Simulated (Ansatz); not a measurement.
Consider the redistribution: `[OH][Al]([Cl])[Br]` + `[OH][In]([Cl])[Cl]` → `[OH][Al]([Cl])[Cl]` + `[OH][In]([Cl])[Br]`.

Program: Ansatz. Geometries: PBE0-D4/def2-TZVP. ΔE: electronic, gas phase. CCSD(T)/CBS adds triple-zeta CCSD(T) − MP2 to the extrapolated MP2 energy (def2 sets, frozen cores). Functionals use def2-TZVPP. B3LYP here is the variant with VWN-RPA as its local correlation; programs differ in this. def2 core potentials past Kr. For Br, In outer-core shells are correlated without core-valence functions, which leaves a few kJ/mol of doubt a bond. Scalar relativity is left out up to krypton. One conformer a species, not always the lowest.

`[OH][Al]([Cl])[Br]`:

```xyz
5

O     0.519    1.172    0.409
Al    0.075   -0.336   -0.177
Cl    1.518   -1.497   -1.105
Br   -2.019   -1.099    0.026
H    -0.093    1.760    0.848
```

`[OH][In]([Cl])[Cl]`:

Cartesian coordinates in Å:
```
O 0.955 -0.341 1.200
In -0.302 0.266 -0.176
Cl -0.529 -0.944 -2.127
Cl -1.532 2.168 0.164
H 1.408 -1.148 0.938
```

`[OH][Al]([Cl])[Cl]`:

Cartesian coordinates in Å:
```
O 0.595 -0.464 1.089
Al -0.201 -0.059 -0.330
Cl -1.033 -1.577 -1.466
Cl -0.365 1.917 -0.958
H 1.003 0.182 1.663
```

`[OH][In]([Cl])[Br]`:

```xyz
5

O    -0.562   -1.423    0.393
In    0.157    0.270   -0.289
Cl    0.390    2.032    1.188
Br    0.781    0.492   -2.623
H    -0.766   -1.370    1.331
```

Q: Is it downhill or uphill in electronic energy at CCSD(T)/CBS, and by how much? (An estimate is asked.)

A: Computed: Downhill: ΔE = -20.7 kJ/mol.

Q: What do these levels give: B3LYP-D4, B2PLYP, PBE-QIDH, r2SCANh, BHLYP, MP2/def2-SVP? (Estimate.)

A: The calculation gave: B3LYP-D4 -21.6, B2PLYP -21.3, PBE-QIDH -20.2, r2SCANh -21.0, BHLYP -22.1, MP2/def2-SVP -21.2 kJ/mol.

Largest T1 diagnostic among the species: 0.014.

Leaving LDA and LC-ωPBE aside and taking each functional with its dispersion term where it has one, the values, not all of them listed here, spread over 2.7 kJ/mol, from BHLYP-D4 to revPBE-D4.
